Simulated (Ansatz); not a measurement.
C2H5NSSi can be A, `[SiH3]SC1=CN1`, or B, `N[SiH2]C1=CS1`.

Program: Ansatz. Geometries: PBE0-D4/def2-TZVP. ΔE: electronic, gas phase. CBS: MP2 limit from def2 TZ/QZ plus the TZ coupled-cluster correction, frozen cores. Functionals use def2-TZVPP. B3LYP here is the variant with VWN-RPA as its local correlation; programs differ in this. One conformer a species, not always the lowest.

Which isomer does CCSD(T)/CBS put lower? Give the gap. (An estimate is asked.)

The calculation gave: B, by 171.8 kJ/mol.

Give E(B) − E(A) in kJ/mol with B3LYP-D4, r2SCAN-D4, CCSD/def2-TZVPP, ωB97M-V, B2PLYP, PBE0-D4, MP2/def2-TZVPP. (An estimate is asked.)

Ansatz gave: B3LYP-D4 -163.1, r2SCAN-D4 -158.8, CCSD/def2-TZVPP -168.7, ωB97M-V -166.1, B2PLYP -169.8, PBE0-D4 -153.7, MP2/def2-TZVPP -172.0. None reverses the order clearly.

Largest T1 diagnostic: 0.013.

In def2-TZVPP, CCSD(T) changes the Hartree–Fock value by +16.4 kJ/mol (the triples alone add +2.7 kJ/mol) and MP2 by +10.3 kJ/mol. From PBE to PBE0 (25 % exact exchange), in def2-TZVPP and without D4, E(B) − E(A) moves by −8.7 kJ/mol.
